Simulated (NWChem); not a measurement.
System: anisole (C$_{7}$H$_{8}$O); SMILES COc1ccccc1

The following NWChem deck was run.

```
start job
memory heap 200 mb stack 900 mb global 1100 mb
geometry units angstroms noautoz
  C      0.377855    -2.745932    -0.002658
  O     -0.622589    -1.767905    -0.000441
  C     -0.264389    -0.466330    -0.000288
  C     -1.314853     0.463187    -0.000301
  C     -1.042083     1.824193    -0.000159
  C      0.277498     2.285482    -0.000028
  C      1.316943     1.361343     0.000091
  C      1.059203    -0.011723    -0.000005
  H     -0.131588    -3.718228    -0.003786
  H      1.018128    -2.679900    -0.900555
  H      1.019600    -2.682574     0.894356
  H     -2.338838     0.084261    -0.000434
  H     -1.870917     2.536766    -0.000274
  H      0.489313     3.356750    -0.000043
  H      2.354437     1.705535     0.000289
  H      1.893411    -0.714053     0.000191
end
basis spherical
  * library 6-311g**
end
dft
  xc pbe0
  iterations 150
  semidirect filesize 400000000
  mulliken
end
task dft energy
```

The geometry was optimised at PBE0/def2-SVP. Not confirmed as a minimum by frequencies.

Q: What results follow from this input? (PBE0/6-311G** (spherical d).) Quantities: basis functions; energy (Ha); highest occupied level (eV); orbital gap (eV); dipole (D).

A: 
```
Quantity                      Result
---------------------------  -------
number of basis functions        192
energy (Ha)                  -346.44
highest occupied level (eV)    -6.32
orbital gap (eV)                6.25
dipole (D)                      1.35
```
